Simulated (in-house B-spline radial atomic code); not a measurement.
LC-wPBE excitations of Re7+

Method: LC-wPBE. Computed with an all-electron radial atomic-structure program (B-spline basis): linear response of the closed shell [Xe] 4f14 with the functional's adiabatic kernel; scalar-relativistic (spin-free one-electron X2C), finite nucleus, no spin-orbit coupling, no double excitations, S, P, D and F terms only; shells from n = 3 respond. Only terms of natural parity with L up to 3 were computed.

Spin-orbit coupling is strong here, so these LS terms don't match observed levels.

Command:
```bash
python run_td.py task.json out
```
Settings (radii: box in bohr, nucleus in fm):
```
Z                        75
electrons                68
configuration            [Xe] 4f14
hamiltonian              x2c
method                   lc_wpbe
box_radius               12.81
rms_radius               5.3698
intervals                69
```

Run time, properties included: 8.8 s on 1 thread of Arm Neoverse N1 (shared host).

The lowest states, in the order of their Tamm-Dancoff energies; the method's threshold (minus the highest occupied level) is 143.83 eV. Labels give the largest channel, * marks a mixed state, and oscillator strengths are full-response dipole values. Semilocal kernels can invert the small singlet-triplet splittings of Rydberg terms. Energies in eV:

```
      state  full response  Tamm-Dancoff  oscillator strength
5p → 5d 3P*          46.47         46.58                    -
 5p → 5d 3F          47.19         47.30                    -
4f → 5d 3P*          48.57         48.58                    -
 4f → 5d 3F          48.72         48.73                    -
 4f → 5d 1F          49.06         49.06                    -
 4f → 5d 1P          50.05         50.22               0.0126
 5p → 5d 1F          50.24         50.28                    -
 5p → 5d 1P          59.63         61.51                 5.46
 5p → 6s 3P              ?             ?                    -
 4f → 6s 3F              ?             ?                    -
 4f → 6s 1F          64.72         64.72                    -
 5p → 6s 1P          65.35         65.40                 1.38
 5p → 6p 3S          76.40         76.41                    -
```

Where does 4f → 6s 3F lie?

At 64.52 eV in full response, 64.52 eV in Tamm-Dancoff.

Where does 5p → 6s 3P lie?

At 64.50 eV in full response, 64.51 eV in Tamm-Dancoff.

How large is the singlet-triplet splitting of 4f → 5d (F terms) in Tamm-Dancoff?

0.335 eV, from the unrounded values.

What polarisabilities and dispersion coefficient does the method give?

Dipole 1.693 bohr³, quadrupole 1.937 bohr⁵, C6 5.872 hartree·bohr⁶ for two such species.
